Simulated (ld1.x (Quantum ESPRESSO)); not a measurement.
# Before and after: RRKJ potential for P

```json
{
  "Element": "phosphorus (P)",
  "Generator": "ld1.x (Quantum ESPRESSO) 7.5",
  "Type": "norm-conserving RRKJ (Kleinman–Bylander form)",
  "Functional": "PBE",
  "Relativity": "non-relativistic",
  "Frozen core": "[Ne]",
  "Valence charge": "5",
  "Reference configuration": "3s1.75 3p3.25",
  "Partial waves": "3s (bound): rc 1.40 bohr; 3p (bound): rc 1.45 bohr",
  "Local potential": "the p channel",
  "Core correction": "Bessel-smoothed model core, default radius (core density twice the valence density)"
}
```

Change: all radii but the core radius scaled by about 0.90 (s 1.26, p 1.30 bohr).

Cutoffs: the cutoffs (Ry, on a coarse ladder) from which the occupation-weighted sum of valence levels, in a spherical-Bessel basis at the reference potential, stays within 10 and 1 mRy of its value at 400 Ry; they do not see the model core or the augmentation charge, which bear on the density cutoff. Errors are all-electron minus pseudo energies relative to the spin-unpolarised reference configuration.

Task: How do hardness, ghosts and transferability respond?

Result: The potential gets harder (25 Ry and 55 Ry → 55 Ry and 100 Ry); of the 7 tests that both files solve, the error grows in 3 and shrinks in 2 by more than 15 % and 0.3 meV (median size 4.5 → 3.0 meV); neither file shows a bound ghost. A smaller radius makes the pseudo-wave follow the all-electron one further in, where it bends more sharply, so more plane waves are needed.

```csv
quantity,base,changed
"cutoff, loose",25 Ry,55 Ry
"cutoff, tight",55 Ry,100 Ry
loose cutoff by channel (10 mRy a level),"s 18 Ry, p 8 Ry","s 35 Ry, p 40 Ry"
bound ghosts,none,none
"error for 3s2 3p3, meV [ΔE -2.10 eV]",+0.1,0.0
"error for 3s2 3p2, meV [ΔE 7.64 eV]",+2.4,+3.0
"error for 3s2 3p1, meV [ΔE 26.80 eV]",+16,+20
"error for 3s0 3p5, meV [ΔE 14.92 eV]",+4.5,+3.0
"error for 3s1 3p4, meV [ΔE 6.35 eV]",+0.8,+0.5
"error for 3s1 3p0, meV [ΔE 108.43 eV]",+119,+118
"error for 3s2 3p0, meV [ΔE 56.55 eV]",+48,+57
```
